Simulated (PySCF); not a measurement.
Bond length, frequency and bond energy of CaSe⁺ by level of theory

State: ²Π (doublet), unpaired electrons π ↑. Set-up: Ca def2-SVP, Se def2-SVP; no relativity (PySCF 2.14). De refers to Ca⁺ + Se in their high-spin ground configurations, without counterpoise correction. The functionals are run spin-unrestricted. A positive dipole points towards Se; it is taken about the centre of mass and depends on that origin.

```
      Level  Re (Å)  ωe (cm⁻¹)  De (eV)   μ (D)
        UHF   2.660        298     1.26  -14.76
    UHF-MP2   2.643        293     1.92     n/a
UHF-SCS-MP2   2.649        292     1.90     n/a
   UHF-CCSD   2.653        288     1.86     n/a
UHF-CCSD(T)   2.656        285     1.93     n/a
        LDA   2.553        317     3.38  -11.65
        PBE   2.592        303     2.94  -11.89
     r²SCAN   2.591        311     2.90  -12.75
    r²SCANh   2.591        312     2.80  -12.94
       PBE0   2.587        310     2.70  -12.70
       MN15   2.581        313     2.70  -13.09
    LC-ωPBE   2.576        318     2.60  -13.47
```

Q: Which functional lies closest to UHF-CCSD(T) in De, which farthest, and by how much do they differ from it?

A: Closest is LC-ωPBE (-8.0 pm in Re, +11.6 % in ωe, +0.67 eV in De against UHF-CCSD(T) in the same basis), farthest LDA (-10.3 pm in Re, +11.2 % in ωe, +1.45 eV in De). CCSD(T) converges more slowly with the basis than the functionals do and binds too weakly in this one, so the order can change at the basis-set limit.

Q: What does the step from GGA to meta-GGA do here, going from PBE to r²SCAN?

A: r²SCAN less PBE: -0.1 pm in Re, +2.6 % in ωe, -0.04 eV in De. 

Q: What does the gradient correction do here, going from LDA to PBE?

A: PBE less LDA: +3.9 pm in Re, -4.4 % in ωe, -0.44 eV in De. The gradient correction favours the more uneven density of free atoms, so it tends to lengthen bonds and takes away much of the overbinding of LDA; so it does here.

Correlated steps freeze 14 core orbitals. Correlated levels converge slowly with the basis: in double zeta they bind strong bonds too weakly, by up to about 1 eV, and carry superposition errors of some tenths. Spin–orbit coupling is left out. For an ion De counts to the pair picked by the measured ionisation energies or electron affinities, which need not be the lowest pair at this level. Counting both spins, an empty level lies below a filled one in some of these solutions, because spin and occupation are held. The state is the lowest determinant that a PBE0 search found; another state may lie lower at other levels.

The whole job (state search and all levels along the bond) took about 2.9 min on 1 thread of Arm Neoverse V2 (shared host), peak memory 0.67 GiB.
